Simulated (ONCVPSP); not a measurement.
## silicon (Si): one change to an ONCV potential, before and after

Si (Z = 14), optimised norm-conserving Vanderbilt (ONCV), made with ONCVPSP 4.0.1 (PBEsol, scalar-relativistic). Core [Ne], reference 3s1.5 3p2.5. Waves: 3s: rc 1.55 bohr, ncon 4, nbas 7, qcut 4.2 1/bohr, 1 projector; 3p: rc 1.55 bohr, ncon 4, nbas 7, qcut 5.1 1/bohr, 2 projectors, debl 2 Ha; d scattering state at 0.26 Ha: rc 1.25 bohr, ncon 3, nbas 8, qcut 7.1 1/bohr, 3 projectors, debl 1.8 Ha. Local part: polynomial inside 0.85 bohr (lpopt 4, dvloc0 3 Ha). Core correction: none.

Change: local potential polynomial inside 0.85 bohr (lpopt 4, dvloc0 0 Ha).

Cutoffs: the cutoffs (Ha) at which the residual kinetic energy of the hardest occupied pseudo-wave falls to 1 and 0.1 mHa per electron; they do not see the model core or the augmentation charge, which bear on the density cutoff. Errors are all-electron minus pseudo energies relative to the spin-unpolarised reference configuration.

Task: How do hardness, ghosts and transferability respond?

Result: The potential gets neither clearly harder nor softer (7.7 Ha and 47 Ha → 7.7 Ha and 47 Ha); a bound ghost appears in d, which as a rule spoils a file; the lowest positive-energy flag moves from s at 36.9 eV to s at 9.2 eV; of the 4 tests that both files solve, the error grows in 2 and shrinks in 1 by more than 15 % and 0.3 meV (median size 3.6 → 15.7 meV). In the separable form a ghost depends on how the local part lies against the semilocal potential of the channel, so the choice of the local part can create or remove one.

```tsv
quantity	base	changed
cutoff, loose	7.7 Ha	7.7 Ha
cutoff, tight	47 Ha	47 Ha
bound ghosts	none	d
GHOST(+) flags under 300 eV	s at 36.9 eV	s at 9.2 eV
error for 3s2 3p2, meV [ΔE -3.38 eV]	+0.7	+0.9
error for 3s2 3p1, meV [ΔE 4.34 eV]	-1.0	-0.4
error for 3s2 3p0, meV [ΔE 20.30 eV]	+6.1	+30
error for 3s1 3p0, meV [ΔE 54.20 eV]	+77	+161
s: phases at 1.58 bohr within 0.05 rad from the reference energy up to (Ha; the scan ends near 5)	0.6	0.1
p: phases at 1.58 bohr within 0.05 rad from the reference energy up to (Ha; the scan ends near 5)	4.1	4.0
d: phases at 1.27 bohr within 0.05 rad from the reference energy up to (Ha; the scan ends near 5)	to the end of the scan	to the end of the scan
```

Base: The cutoffs count occupied waves only; projector 2 of the p channel, the hardest unoccupied one, needs 79 Ha at the loose tolerance. Changed file: The cutoffs count occupied waves only; projector 2 of the p channel, the hardest unoccupied one, needs 79 Ha at the loose tolerance. A true bound ghost makes a file unfit for plane-wave use even where its test errors are small: the radial tests pick states by their node count and pass the ghost by.
